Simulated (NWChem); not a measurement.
System: C$_{3}$H$_{4}$BFO; SMILES B1(C=COC1)F

The following NWChem deck was run.

```
start job
memory heap 200 mb stack 900 mb global 1100 mb
geometry units angstroms noautoz
  F     -0.039905     2.154513     0.000000
  B      0.050835     0.827739     0.000000
  C      1.263907    -0.084669     0.000000
  C      0.728701    -1.336407     0.000000
  O     -0.594598    -1.470440     0.000000
  C     -1.189865    -0.163849     0.000000
  H      2.339120     0.088792     0.000000
  H      1.254257    -2.297760     0.000000
  H     -1.839708    -0.084023    -0.887225
  H     -1.839708    -0.084023     0.887225
end
basis spherical
  * library def2-svp
end
dft
  xc b3lyp
  iterations 150
  mulliken
end
task dft energy
```

The geometry was optimised at PBE0/def2-SVP.

Q: Give the results of this calculation. (B3LYP/def2-SVP.) Quantities: energy (Ha); highest occupied level (eV); orbital gap (eV); dipole (D).

A: 
- energy (Ha) = -316.45
- highest occupied level (eV) = -6.90
- orbital gap (eV) = 5.95
- dipole (D) = 1.14
